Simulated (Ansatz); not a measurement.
Harmonic frequencies (cm⁻¹) at PBE0-D4/def2-TZVP from Ansatz: 112, 182, 252, 272, 415, 437, 702, 838, 1022, 1164, 1174, 1225, 1253, 1339, 1472, 1480, 1499, 3032, 3090, 3109, 3173.

Each molecule was computed in one conformer, which needn't be the lowest.

Which molecule is it?
A. `NC(N)(O)F`
B. `COC(Cl)Cl`
C. `B/C=C1\O[SiH2]1`
D. `PB1C[SiH2]1`

B.
